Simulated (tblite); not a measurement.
Write a Z-matrix for `N(C)(C)C(=O)C[C]=C` [radical] as optimised with GFN2-xTB. (Doublet state.)

Z-matrix in Å and degrees, rows numbered from 1:
```
C 
C   1  1.2950
C   2  1.4535  1  142.64
C   3  1.5390  2  111.16  1    10.94
O   4  1.2147  3  120.64  2  -105.24
N   4  1.3498  3  116.34  2    72.95
C   6  1.4430  4  124.75  3     4.09
C   6  1.4464  4  119.02  3   177.44
H   1  1.0925  2  124.19  3    -0.94
H   1  1.0804  2  121.67  3   178.18
H   3  1.0933  2  111.31  1   133.79
H   3  1.0932  2  109.05  1  -106.51
H   7  1.0954  6  111.35  4    84.09
H   7  1.0897  6  108.54  4  -156.78
H   7  1.0881  6  110.88  4   -38.03
H   8  1.0927  6  110.49  4  -116.06
H   8  1.0921  6  110.29  4   123.28
H   8  1.0882  6  108.16  4     3.68
```

Of the pairs four or more bonds apart, O5···H18 is among the closest relative to their van der Waals radii: 2.24 Å, 82 % of the sum of Bondi's values. The C–C distances run from 1.295 Å (C1=C2, drawn double) to 1.539 Å (C3–C4, drawn single), a spread of 0.244 Å. The C–N distances run from 1.350 Å (C4–N6, drawn single) to 1.446 Å (N6–C8, drawn single), a spread of 0.096 Å. N6 (nitrogen bonded to 3 C) is planar (angles 124.8°, 119.0° and 115.9°, sum 359.7°, 0.05 Å off the plane of its three neighbours).

Computed geometry: GFN2-xTB, gas phase. This method treats the open shell by occupation alone, without spin polarisation.

Point group: C1 (no symmetry element, even within 0.4 Å). Its GFN2-xTB frequencies are all real (lowest 64 cm⁻¹). Torsions: C1–C2–C3–C4 11°, C2–C3–C4–O5 -105°, C3–C4–N6–C7 4°. 3 starts were optimised and ended at 0.00, 0.00 and 2.55 kcal/mol (GFN2-xTB); the lowest of these is shown.

The run took 0.78 s of wall time on Arm Neoverse V1, one thread, no GPU (shared host). These figures are those of the optimisation.

One conformer stands for the species.
